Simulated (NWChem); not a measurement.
Molecule: CBr$_{3}$Cl; SMILES ClC(Br)(Br)Br

Program: NWChem. Medium grid unless said otherwise, to which SCAN and Minnesota functionals are sensitive. Geometry: optimised at PBE0/def2-SVP. Hybrids' shares of exact exchange are those that their runs print; pure functionals count as 0. The functionals differ in more than this share.

```
row                                     share of exact exchange  highest occupied level (eV)
--------------------------------------  -----------------------  ---------------------------
LDA (Slater exchange, VWN5)/def2-TZVPD                     0.00                        -7.14
PBE/def2-TZVPD                                             0.00                        -6.99
B3LYP/def2-TZVPD                                           0.20                        -8.01
PBE0/def2-TZVPD                                            0.25                        -8.28
M06-2X/def2-TZVPD                                          0.54                     withheld
Hartree-Fock/def2-TZVPD                                    1.00                       -11.26
```

### Question
Fit a straight line of the last column on the one before it, predict the withheld value, and compare with the run.

### Answer

1. Means of the 5 shown rows: x = 0.290, y = -8.336. Slope Σ(x − x̄)(y − ȳ)/Σ(x − x̄)² = -2.845/0.6820 = -4.171; intercept -7.126.
2. The shown rows scatter about the line by 0.084 (root mean square); the largest residual is +0.14, at PBE/def2-TZVPD.
3. At x = 0.54 (M06-2X/def2-TZVPD; inside the shown range) the line gives -9.38.
4. The run gives -9.51, -0.13 from the line, 1.6 times the scatter.
